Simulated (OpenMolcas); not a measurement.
## Ni4+: moving or changing the point charges

Ni4+ among 4 point charges of -1.5 e arranged as a tetrahedron (Td), 1.8 Å from the ion.
```
   1.0392    1.0392    1.0392  -1.50
   1.0392   -1.0392   -1.0392  -1.50
  -1.0392    1.0392   -1.0392  -1.50
  -1.0392   -1.0392    1.0392  -1.50
```

- Program: OpenMolcas 26.06
- Method: CASSCF
- Basis: ANO-RCC-VDZP [5s4p2d1f]
- Scalar Hamiltonian: DKH2, point nucleus
- Active space: 6 electrons in 5 orbitals (3d)
- State averaging: 2S+1 = 5 even, 5 roots; 2S+1 = 3 even, 45 roots; 2S+1 = 1 even, 50 roots
- Spin-orbit coupling: state interaction with AMFI integrals over the reference wave functions

Runs around this geometry, states (labels of Td). Energies in cm-1 above the lowest state or level, χT in cm3 K/mol.

```tsv
R (Å)	q (e)	Ground state	First state of that spin	First gap with spin-orbit (degeneracies)	χT at 300 K	First state of another spin
1.8	-0.98	5E	5T2 792.8	51.5 (1, 3)	5.297	3T1 29046
1.65	-1.5	5E	5T2 1723	65.8 (1, 3)	4.614	3T1 28863
1.8	-1.5	5E	5T2 1177	61.2 (1, 3)	4.995	3T1 28994
1.96	-1.5	5E	5T2 803.1	51.9 (1, 3)	5.289	3T1 29047
```

Taking the first state of the same spin as R^-n, n = -ln(803.1 / 1723) / ln(1.96 / 1.65) = 4.4 between the shortest and longest distance.

Scaling the charges by -0.98 / -1.5 = 0.65 scales the first state of the same spin by 792.8 / 1177 = 0.67; with fixed orbitals a first-order splitting would follow the charge.

An orbital doublet at a regular site is open to a Jahn-Teller distortion, which this geometry leaves out. Without dynamic correlation the repulsion within the d shell is too large (B by tens of per cent), so at a given field states of lower spin stand too high. The ground term spreads over less than 5000 cm-1, several times less than with real ligands, so orbital moments are less quenched and χT lies further from the spin-only value than at real sites. This is an electrostatic model: the charges have no orbitals. No measured value stands beside these numbers.
